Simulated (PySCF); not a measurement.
SiBrCl3, SMILES Cl[Si](Cl)(Cl)Br. Atoms are numbered in the order given.

```xyz
5

Cl    -1.6611    -0.9590     1.1044
Si     0.0000     0.0000     0.4165
Cl     1.6611    -0.9590     1.1044
Cl     0.0000     1.9181     1.1044
Br     0.0000     0.0000    -1.7758
```
Charge 0, spin multiplicity 1.

Geometry: PBE0-D3(BJ)/def2-SVP.

Calculation: PBE0-D3(BJ)/def2-SVP (PySCF).

Frequencies are harmonic and unscaled.

Modes within 1.5 cm⁻¹ of each other (mostly degenerate sets) share a row, with their intensities summed.

```json
[
 {"mode": "1–2", "ν (cm⁻¹)": "127", "IR (km/mol)": "0.1", "moving atoms (share of kinetic energy)": "Cl 81 %, Br 18 %"},
 {"mode": "3", "ν (cm⁻¹)": "184", "IR (km/mol)": "4.9", "moving atoms (share of kinetic energy)": "Cl 57 %, Br 38 %"},
 {"mode": "4–5", "ν (cm⁻¹)": "200", "IR (km/mol)": "10.8", "moving atoms (share of kinetic energy)": "Cl 78 %, Si 18 %"},
 {"mode": "6", "ν (cm⁻¹)": "370", "IR (km/mol)": "9.5", "moving atoms (share of kinetic energy)": "Cl 70 %, Br 18 %, Si 12 %"},
 {"mode": "7", "ν (cm⁻¹)": "567", "IR (km/mol)": "185.0", "moving atoms (share of kinetic energy)": "Si 70 %, Cl 23 %"},
 {"mode": "8–9", "ν (cm⁻¹)": "634", "IR (km/mol)": "346.1", "moving atoms (share of kinetic energy)": "Si 66 %, Cl 34 %"}
]
```
